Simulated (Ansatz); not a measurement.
Consider the ligand exchange at a B–S bond: `[SiH3]OB(S)S` + NH₃ → `NB(S)O[SiH3]` + H₂S.

Program: Ansatz. Geometries: PBE0-D4/def2-TZVP. ΔE: electronic, gas phase. CBS: MP2 limit from def2 TZ/QZ plus the TZ coupled-cluster correction, frozen cores. This one scheme is used for every species. DFT in def2-TZVPP. Each species was taken in one conformer, which may not be the lowest.

| level | ΔE (kcal/mol) |
| --- | --- |
| r2SCAN-D4 | -8.1 |
| ωB97M-V | -9.5 |
| PBE0 | -8.4 |
| CCSD/def2-TZVPP | -9.6 |
| CCSD(T)/def2-TZVPP | -8.7 |
| MP2/def2-QZVPP | -7.6 |
| HF/CBS(def2) | -12.5 |
| CCSD/CBS(def2) | -9.3 |

Problem. What does CCSD(T)/CBS give? (Estimate.)

Solution. The calculation gave: -8.4 kcal/mol. The listed levels differ from it by 0.3, -1.1, 0.0, -1.2, -0.3, 0.8, -4.1, -0.9 kcal/mol.

Largest T1 diagnostic among the species: 0.013.

From PBE to PBE0 (25 % exact exchange), in def2-TZVPP and without D4, ΔE moves by −1.0 kcal/mol. The D4 term adds +0.9 kcal/mol with B3LYP and +0.5 kcal/mol with PBE0; it sums over pairs of atoms, weighted by their polarisabilities, and B3LYP, whose exchange is more repulsive, gets the larger term.

B3LYP here is the variant with VWN-RPA as its local correlation; programs differ in this.
